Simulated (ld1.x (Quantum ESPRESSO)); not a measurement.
# A failed generation for argon

Input:

```
&input
   title='Ar', zed=18., rel=1, dft='PBE', iswitch=3,
   config='[Ne] 3s2 3p4.5',
   nld=2, rlderiv=1.75, eminld=-5.0, emaxld=5.0, deld=0.02
 /
 &inputp
   pseudotype=2, tm=.false., lloc=-2, rcloc=1.26,
   nlcc=.false.,
   file_pseudopw='Ar.UPF', file_wfcaegen='ae.wfc', file_wfcncgen='nc.wfc', file_beta='beta', file_chi='chi'
 /
2
3S  1  0   2.00   0.00  1.20  1.20  0.0
3P  2  1   4.50   0.00  1.62  1.62  0.0
 &test
   configts(1)='3s2 3p4.5'
 /
```

```bash
ld1.x < Ar.in > Ar.out
```

End of the output:

```
     s(2P/2P) =  1.000000  <r> =   0.3763  <r2> =    0.1760  r(max) =   0.2821
     s(3S/3S) =  1.000000  <r> =   1.3488  <r2> =    2.0979  r(max) =   1.1585
     s(3P/3P) =  1.000000  <r> =   1.5078  <r2> =    2.6740  r(max) =   1.2487

     ------------------------ End of All-electron run ------------------------

     --------------------- Generating NC pseudopotential ---------------------

      Generating local potential from pseudized AE potential:
      Matching radius rcloc =   1.2600
      Enforcing V''(0)=0 (lloc=-2)

      Local pseudo, rcloc= 1.264 Estimated cut-off energy=    18.79 Ry

      Wfc   3S  rcut= 1.203  Estimated cut-off energy=       85.73 Ry
     l=   0 Node at 0.25849685
      This function has    1 nodes for 0 < r <    1.203

 %%%%%%%%%%%%%%%%%%%%%%%%%%%%%%%%%%%%%%%%%%%%%%%%%%%%%%%%%%%%%%%%%%%%%%%%%%%%%%
     Error in routine compute_phi (1):
     phi has nodes before r_c
 %%%%%%%%%%%%%%%%%%%%%%%%%%%%%%%%%%%%%%%%%%%%%%%%%%%%%%%%%%%%%%%%%%%%%%%%%%%%%%

     stopping ...
```

Problem. Why did it fail, and what change makes it run?

Solution. The run stopped because the RRKJ expansion in Bessel functions gave a pseudo-wave with a node inside its radius. A run that differs only in the following succeeds: all radii scaled by about 0.83 (s 1.00, p 1.35 bohr); local potential all-electron potential smoothed inside 1.05 bohr (lloc = -2). The answer isn't unique; the calculation gave this one.
